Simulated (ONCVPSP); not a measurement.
# u(r) = r·R(r): atom against pseudo-atom (fluorine)

Columns: radius, all-electron u(r) and pseudo u(r) of the 2s shell (level -47.18 eV) of fluorine in the configuration [He] 2s2 2p4; PBEsol, scalar-relativistic, ONCV scheme, ONCVPSP 4.0.1.

| r (bohr) | all-electron | pseudo |
| --- | --- | --- |
| 0.053 | -0.4064 | 0.0878 |
| 0.105 | -0.4604 | 0.1706 |
| 0.158 | -0.3381 | 0.2532 |
| 0.210 | -0.1410 | 0.3370 |
| 0.262 | 0.0785 | 0.4258 |
| 0.315 | 0.2949 | 0.5177 |
| 0.368 | 0.4884 | 0.6050 |
| 0.420 | 0.6495 | 0.6844 |
| 0.473 | 0.7825 | 0.7631 |
| 0.525 | 0.8832 | 0.8423 |
| 0.578 | 0.9585 | 0.9217 |
| 0.630 | 1.0082 | 0.9874 |
| 0.683 | 1.0381 | 1.0313 |
| 0.735 | 1.0503 | 1.0493 |
| 0.788 | 1.0484 | 1.0484 |
| 0.840 | 1.0353 | 1.0352 |
| 0.893 | 1.0128 | 1.0128 |
| 0.945 | 0.9839 | 0.9838 |
| 0.998 | 0.9492 | 0.9491 |
| 1.050 | 0.9115 | 0.9114 |
| 1.102 | 0.8713 | 0.8712 |
| 1.155 | 0.8288 | 0.8287 |
| 1.208 | 0.7856 | 0.7855 |
| 1.260 | 0.7431 | 0.7430 |
| 1.313 | 0.7002 | 0.7001 |
| 1.365 | 0.6590 | 0.6589 |

Q: How many radial nodes do the two functions have?

A: The all-electron 2s function has n − l − 1 = 1; the pseudo-wave has 0, since the states of the same l below it are removed with the core.

Q: At about which radius was the pseudo-wave matched?

A: 0.80 bohr, where the columns begin to agree (steps of 0.05 bohr).

Q: Where does each function peak?

A: Outermost all-electron maximum near 0.73 bohr, pseudo maximum near 0.73 bohr (to the table’s step).

Q: Is the pseudo-wave norm-conserving?

A: Yes: the ONCV scheme keeps the norm inside the radius equal to the all-electron one, which fixes the energy derivative of the logarithmic derivative at the level.
